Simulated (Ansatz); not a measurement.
Reaction (substitution at a C–B bond): `C=NB(C)[SiH3]` + `[NH2][ZnH]` → `C[NH][ZnH]` + `C=NB[SiH3]`

Gas-phase electronic energies from Ansatz, PBE0-D4/def2-TZVP geometries. CBS: MP2 limit from def2 TZ/QZ plus the TZ coupled-cluster correction, frozen cores. DFT in def2-TZVPP. For Zn outer-core shells are correlated without core-valence functions, which leaves a few kJ/mol of doubt a bond. Scalar relativity is left out up to krypton. One conformer a species, not always the lowest.

| level | ΔE (kJ/mol) |
| --- | --- |
| PBE0-D4 | 87.8 |
| MP2/CBS(def2) | 95.2 |

Problem. What does CCSD(T)/CBS give? (An estimate is asked.)

Solution. Ansatz gave: +89.6 kJ/mol. The listed levels differ from it by -1.8, 5.6 kJ/mol.

Largest T1 diagnostic among the species: 0.017.

In def2-TZVPP, CCSD(T) changes the Hartree–Fock value by +6.8 kJ/mol (the triples alone add +0.7 kJ/mol) and MP2 by +12.3 kJ/mol.
